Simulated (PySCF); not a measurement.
**Dipole response of Kr³⁺ (krypton, charge +3)**

[Ar] 3d10 4s2 4p3, high-spin 4S determinant. Calculation: PySCF 2.14, in def2-QZVPPD (12s8p5d4f1g, 98 functions); the non-relativistic Hamiltonian (point nucleus). Coupled (time-dependent) response in atomic units; α is the mean over directions.

| method | mean α (bohr³) | C₆ (like pair) | S(−4) |
| --- | --- | --- | --- |
| UHF | 5.796 | 23.04 | 8.848 |
| PBE | 5.584 | 22.16 | 7.359 |
| PBE0 | 5.611 | 22.26 | 7.569 |

S(−4) is the Cauchy moment in α(ω) = α(0) + S(−4) ω² + …

α(iu) at PBE:

```csv
u (hartree),α(iu) (bohr³)
0,5.584
0.0500,5.566
0.100,5.512
0.200,5.308
0.300,5.005
0.500,4.254
0.750,3.327
1.00,2.579
1.50,1.622
2.00,1.110
3.00,0.6337
5.00,0.3161
```

A single London oscillator, α(iu) = α/(1 + u²/ω²), gives C₆ = (3/4) ω α². Matching the computed C₆ needs ω = 4 × 22.16 / (3 × 5.584²) = 0.948 hartree.

For an ion, C₆ is the dispersion term alone; charge-induced terms of lower order in 1/R come first.
